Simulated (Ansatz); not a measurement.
Frontier orbitals of C₉H₂₁Al (`CC(C)[CH2][Al]([CH3])[CH2]C(C)C`).

Charge 0, multiplicity 1. The geometry is a stationary point of PBE0-D4/def2-TZVP. It is one conformer, not always the lowest. Basis def2-TZVPP, Ansatz.

| functional | HOMO (eV) | LUMO (eV) | gap (eV) |
| --- | --- | --- | --- |
| PBE | -5.70 | -1.14 | 4.56 |
| revPBE | -5.64 | -0.97 | 4.67 |
| BLYP | -5.58 | -1.00 | 4.58 |
| PBE0 | -6.91 | -0.33 | 6.58 |
| B3LYP | -6.72 | -0.53 | 6.19 |
| LC-ωPBE | -9.59 | 1.76 | 11.35 |
| ωB97M-V | -9.12 | 1.24 | 10.36 |
| HF | -9.84 | 2.56 | 12.40 |

From PBE to PBE0 the HOMO moves by −1.21 eV and the LUMO by +0.81 eV, and with ωB97M-V by −3.43 and +2.38 eV, so the gap grows from 4.56 to 10.36 eV with exact exchange. A positive LUMO is unbound and depends on the basis.

B3LYP here is the variant with VWN-RPA as its local correlation; programs differ in this. LC-ωPBE has ω = 0.4 bohr⁻¹.
